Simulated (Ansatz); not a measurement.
`C#C[S][GaH][F]` + `[OH][GeH3]` → `[F][GaH][O][GeH3]` + `C#CS`  (ligand exchange at a Ga–S bond)

Gas-phase electronic energies from Ansatz, PBE0-D4/def2-TZVP geometries. CCSD(T)/CBS is the MP2 limit (def2-TZVPP, def2-QZVPP) plus CCSD(T) − MP2 in def2-TZVPP, frozen cores. This one scheme is used for every species. DFT in def2-TZVPP. HSE06 is defined as in plane-wave codes. For Ga, Ge outer-core shells are correlated without core-valence functions, which leaves a few kJ/mol of doubt a bond. Scalar relativity is left out up to krypton. Each species was taken in one conformer, which may not be the lowest.

```tsv
level	ΔE (kJ/mol)	difference from CCSD(T)/CBS
LDA (SPW92)	18.6	8.2
PBE0-D4	20.8	10.4
HSE06-D4	21.1	10.7
ωB97M-V	11.8	1.4
B2PLYP	8.3	-2.1
BLYP	11.6	1.2
HSE06	20.3	9.9
LC-ωPBE	10.7	0.3
MP2/def2-TZVPP	8.7	-1.7
SCS-MP2/def2-TZVPP	4.2	-6.2
CCSD(T)/CBS	10.4	0
```

Largest T1 diagnostic among the species: 0.014.

At CCSD(T), def2-SVP lies −16.3 kJ/mol from the extrapolated value and def2-TZVPP −3.9 kJ/mol. Leaving LDA and LC-ωPBE aside and taking each functional with its dispersion term where it has one, the values, not all of them listed here, spread over 15.2 kJ/mol, from CAM-B3LYP-D4 to revPBE-D4.

CCSD(T)/CBS has its own doubt, a few kJ/mol and more with outer-core shells, so smaller differences from it don't rank the levels.
